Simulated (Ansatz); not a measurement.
Wavefunction ladder for `CN[Si](F)(F)OC`

```json
{"atom": "C1", "x (Å)": "-1.6842", "y (Å)": "-0.4492", "z (Å)": "-0.8493"}
{"atom": "N2", "x (Å)": "-0.3098", "y (Å)": "-0.1900", "z (Å)": "-1.2295"}
{"atom": "Si3", "x (Å)": "0.6875", "y (Å)": "0.9632", "z (Å)": "-0.5183"}
{"atom": "F4", "x (Å)": "0.2626", "y (Å)": "2.4660", "z (Å)": "-0.7730"}
{"atom": "F5", "x (Å)": "2.1149", "y (Å)": "0.7864", "z (Å)": "-1.1859"}
{"atom": "O6", "x (Å)": "0.7294", "y (Å)": "0.8386", "z (Å)": "1.0904"}
{"atom": "C7", "x (Å)": "1.0420", "y (Å)": "-0.3432", "z (Å)": "1.7976"}
{"atom": "H8", "x (Å)": "-2.4068", "y (Å)": "0.0441", "z (Å)": "-1.5080"}
{"atom": "H9", "x (Å)": "-1.8969", "y (Å)": "-1.5220", "z (Å)": "-0.8471"}
{"atom": "H10", "x (Å)": "-1.8597", "y (Å)": "-0.0811", "z (Å)": "0.1637"}
{"atom": "H11", "x (Å)": "-0.0484", "y (Å)": "-0.5578", "z (Å)": "-2.1296"}
{"atom": "H12", "x (Å)": "0.5966", "y (Å)": "-0.2734", "z (Å)": "2.7910"}
{"atom": "H13", "x (Å)": "2.1249", "y (Å)": "-0.4498", "z (Å)": "1.9044"}
{"atom": "H14", "x (Å)": "0.6479", "y (Å)": "-1.2317", "z (Å)": "1.2936"}
```

Charge 0, multiplicity 1. The structure was optimised at the PBE0-D4/def2-TZVP level. It is one conformer, not always the lowest. Frozen core, restricted reference, Ansatz. CBS rows extrapolate triple and quadruple zeta; past MP2 they add the triple-zeta difference.

| basis | HF (Eh) | MP2 corr. |
| --- | --- | --- |
| def2-TZVPP | -697.35217 | -1.40272 |
| def2-QZVPP | -697.38214 | -1.51793 |

**Question.** Estimate the CCSD correlation energy and the (T) correction in each basis where they were run (hartree).

**Answer.** 
```json
{"basis": "def2-TZVPP", "CCSD corr.": "-1.43900", "(T)": "-0.04853"}
{"basis": "CBS(def2)", "CCSD corr.": "-1.63956", "(T)": "as TZ"}
```
